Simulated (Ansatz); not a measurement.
The cluster Cu3F3. The state is a quintet with charge 0. Geometry r2SCAN-D4/def2-SVP.

| atom | x (Å) | y (Å) | z (Å) |
| --- | --- | --- | --- |
| Cu1 | -0.3705 | -0.8182 | 0.2934 |
| Cu2 | -1.4713 | 1.4289 | -0.9517 |
| Cu3 | 2.2208 | 0.2266 | 0.3585 |
| F4 | 0.4053 | 0.8946 | -0.3212 |
| F5 | 1.2634 | -1.4095 | 0.8854 |
| F6 | -2.0477 | -0.3224 | -0.2644 |

The 6-31G sets use Cartesian d functions. B3LYP takes the VWN-RPA correlation. At HF/6-31G the charge 0 quintet is spin-contaminated (final ⟨S²⟩ up to 6.62, 6.00 for a pure state). At PBE0-D4/def2-TZVP a singlet of charge 0 lies 5.47 eV below the quintet, each at its own geometry. The structure comes from a short search, and lower isomers may exist.

(1) Estimate the α-spin orbital energies around the gap (eV) in Ansatz with HF/6-31G, PBE-D4/def2-TZVP, r2SCAN-D4/def2-TZVP, B3LYP-D4/6-31G, PBE0-D4/def2-TZVP.

Answers

(1) 
| orbital | HF/6-31G | PBE-D4/def2-TZVP | r2SCAN-D4/def2-TZVP | B3LYP-D4/6-31G | PBE0-D4/def2-TZVP |
| --- | --- | --- | --- | --- | --- |
| HOMO−13 | -19.19 | -8.58 | -8.98 | -9.61 | -11.22 |
| HOMO−12 | -19.19 | -8.37 | -8.74 | -9.25 | -11.21 |
| HOMO−11 | -18.42 | -8.24 | -8.71 | -9.21 | -11.16 |
| HOMO−10 | -18.03 | -8.17 | -8.60 | -9.18 | -11.00 |
| HOMO−9 | -17.31 | -8.04 | -8.49 | -9.09 | -10.90 |
| HOMO−8 | -17.30 | -8.00 | -8.48 | -9.02 | -10.90 |
| HOMO−7 | -17.03 | -7.98 | -8.36 | -9.01 | -10.79 |
| HOMO−6 | -16.93 | -7.91 | -8.33 | -8.07 | -10.56 |
| HOMO−5 | -16.67 | -7.86 | -8.30 | -8.01 | -10.49 |
| HOMO−4 | -16.25 | -7.81 | -8.26 | -7.97 | -10.32 |
| HOMO−3 | -16.05 | -7.78 | -8.22 | -7.85 | -10.04 |
| HOMO−2 | -15.30 | -7.78 | -8.19 | -7.55 | -9.71 |
| HOMO−1 | -8.35 | -4.71 | -4.96 | -5.33 | -5.58 |
| HOMO | -7.90 | -4.12 | -4.44 | -4.80 | -5.03 |
| LUMO | 1.13 | -2.38 | -2.10 | -1.01 | -1.26 |
| LUMO+1 | 1.55 | 0.17 | 0.19 | -0.70 | 0.92 |
| LUMO+2 | 2.15 | 0.24 | 0.39 | -0.26 | 1.20 |
| LUMO+3 | 2.23 | 0.58 | 0.84 | 0.27 | 1.38 |
| LUMO+4 | 2.69 | 0.67 | 0.95 | 0.75 | 1.71 |
| LUMO+5 | 3.38 | 1.15 | 1.41 | 0.83 | 1.83 |
| β HOMO | -5.61 | -7.06 | -6.74 | -5.40 | -6.79 |
| β LUMO | 0.39 | -6.84 | -6.52 | -4.20 | -5.25 |
